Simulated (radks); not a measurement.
The numbers below are computed, except where a source is named.
Q: Tc3+, 40 electrons, occupied as [Kr] 4d4. Code: a radial shooting solver on a logarithmic mesh with Libxc functionals. Model: Dirac Kohn-Sham, PBE, spin-unpolarised, spherical densities, finite nucleus; open shells fill j = l - 1/2 first; Fermi nuclear charge, rms radius 4.4112 fm. Some entries of the table are withheld. Estimate them.

orbital,occ.,eigenvalue (hartree),<1/r> (bohr^-1),<r^2> (bohr^2)
1s1/2,2,-767.6318,44.71,0.001586
2s1/2,2,-110.4671,10.20,0.02632
2p1/2,2,-101.9522,(1),0.01983
2p3/2,4,-97.60653,(2),0.02119
3s1/2,2,-20.17419,3.508,0.1975
3p1/2,2,(3),3.408,(4)
3p3/2,4,(5),3.285,(6)
3d3/2,4,-10.38772,3.102,(7)
3d5/2,6,-10.24797,3.070,(8)
4s1/2,2,-3.80284,1.303,1.252
4p1/2,2,-2.84010,1.188,1.481
4p3/2,4,-2.72944,1.152,1.555
4d3/2,4,-1.29575,0.8721,2.692
4d5/2,0,-1.28303,0.8642,2.736

A: 
(1) 2p1/2 <1/r> (bohr^-1): 10.18
(2) 2p3/2 <1/r> (bohr^-1): 9.668
(3) 3p1/2 eigenvalue (hartree): -16.90193
(4) 3p1/2 <r^2> (bohr^2): 0.1948
(5) 3p3/2 eigenvalue (hartree): -16.17503
(6) 3p3/2 <r^2> (bohr^2): 0.2048
(7) 3d3/2 <r^2> (bohr^2): 0.1891
(8) 3d5/2 <r^2> (bohr^2): 0.1923
